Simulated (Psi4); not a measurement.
C$_{3}$H$_{4}$ClF, singlet, at a GFN2-xTB geometry; Psi4 1.11 with PBE/cc-pVQZ.

The Psi4 input:
```
memory 2 GB

molecule mol {
0 1
C    -2.371308   -0.367523    0.035975
C    -0.932218   -0.689502    0.262734
C     0.065572    0.118473   -0.050396
F    -0.126483    1.322697   -0.610324
Cl    1.733799   -0.220035    0.196624
H    -2.818839   -1.116415   -0.615663
H    -2.485507    0.612579   -0.417405
H    -2.907625   -0.387029    0.983466
H    -0.696542   -1.641487    0.710033
}

set {
  basis cc-pvqz
  reference rks
}

energy('pbe')
print_variables()
```

The log (banner, timings and long lists left out):

```
   => Loading Basis Set <=

    Name: CC-PVQZ
    Role: ORBITAL
    Keyword: BASIS

         ---------------------------------------------------------
                                   SCF
               by Justin Turney, Rob Parrish, Andy Simmonett
                          and Daniel G. A. Smith
                              RKS Reference
         ---------------------------------------------------------

  ==> Geometry <==

    Molecular point group: c1
    Full point group: C1

    Geometry (in Angstrom), charge = 0, multiplicity = 1:

       Center              X                  Y                   Z               Mass
    ------------   -----------------  -----------------  -----------------  -----------------
         C           -2.481866255656    -0.406033885563     0.047401886479    12.000000000000
         C           -1.042776255656    -0.728012885563     0.274160886479    12.000000000000
         C           -0.044986255656     0.079962114437    -0.038969113521    12.000000000000
         F           -0.237041255656     1.284186114437    -0.598897113521    18.998403162730
         CL           1.623240744344    -0.258545885563     0.208050886479    34.968852682000
         H           -2.929397255656    -1.154925885563    -0.604236113521     1.007825032230
         H           -2.596065255656     0.574068114437    -0.405978113521     1.007825032230
         H           -3.018183255656    -0.425539885563     0.994892886479     1.007825032230
         H           -0.807100255656    -1.679997885563     0.721459886479     1.007825032230

  Running in c1 symmetry.

  Rotational constants: A =      0.29272  B =      0.08122  C =      0.06433 [cm^-1]
  Rotational constants: A =   8775.47378  B =   2434.82104  C =   1928.69411 [MHz]
  Nuclear repulsion =  213.365177206278815

  Charge       = 0
  Multiplicity = 1
  Electrons    = 48
  Nalpha       = 24
  Nbeta        = 24

  ==> Algorithm <==

  SCF Algorithm Type is DF.
  DIIS enabled.
  MOM disabled.
  Fractional occupation disabled.
  Guess Type is SAD.
  Energy threshold   = 1.00e-06
  Density threshold  = 1.00e-06
  Integral threshold = 1.00e-12

  ==> Primary Basis <==

  Basis Set: CC-PVQZ
    Blend: CC-PVQZ
    Number of shells: 117
    Number of basis functions: 399
    Number of Cartesian functions: 494
    Spherical Harmonics?: true
    Max angular momentum: 4

  ==> DFT Potential <==

   => LibXC <=

    Version 7.1.2
[...]
   @DF-RKS iter   5:  -676.42243614823235   -7.58127e-02   2.82568e-04 ADIIS/DIIS
   @DF-RKS iter   6:  -676.42850490555452   -6.06876e-03   4.63587e-05 DIIS
   @DF-RKS iter   7:  -676.42863091973481   -1.26014e-04   1.63319e-05 DIIS
   @DF-RKS iter   8:  -676.42864784974927   -1.69300e-05   5.88209e-06 DIIS
   @DF-RKS iter   9:  -676.42865038132584   -2.53158e-06   6.87923e-07 DIIS
   @DF-RKS iter  10:  -676.42865041469190   -3.33661e-08   1.44206e-07 DIIS
  Energy and wave function converged.

  ==> Post-Iterations <==

   Electrons on quadrature grid:
      Ntotal   =   48.0000293786 ; deviation = 2.938e-05

    Orbital Energies [Eh]
    ---------------------

    Doubly Occupied:

[...]
    Virtual:

[...]
    Final Occupation by Irrep:
              A
    DOCC [    24 ]
    NA   [    24 ]
    NB   [    24 ]

  @DF-RKS Final Energy:  -676.42865041469190

   => Energetics <=

    Nuclear Repulsion Energy =            213.3651772062788154
    One-Electron Energy =               -1354.6447370358057469
    Two-Electron Energy =                 520.8669741169352392
    DFT Exchange-Correlation Energy =     -56.0160647021001310
    Empirical Dispersion Energy =           0.0000000000000000
    VV10 Nonlocal Energy =                  0.0000000000000000
    Total Energy =                       -676.4286504146919015

Computation Completed

Properties will be evaluated at   0.000000,   0.000000,   0.000000 [a0]

Properties computed using the SCF density matrix

 Multipole Moments:

 ------------------------------------------------------------------------------------
     Multipole            Electronic (a.u.)      Nuclear  (a.u.)        Total (a.u.)
 ------------------------------------------------------------------------------------

 L = 1.  Multiply by 2.5417464519 to convert [e a0] to [Debye]
 Dipole X            :          9.4991523          -10.0283934           -0.5292412
 Dipole Y            :          3.1214658           -3.4931748           -0.3717090
 Dipole Z            :         -0.8963412            1.0364988            0.1401577
 Magnitude           :                                                    0.6617461

 ------------------------------------------------------------------------------------

  Variable Map:
  ----------------------------------------------------------------------------
[...]
  Array Variable Map:
  ----------------------------------------------------------------------------
[...]
[...]
```
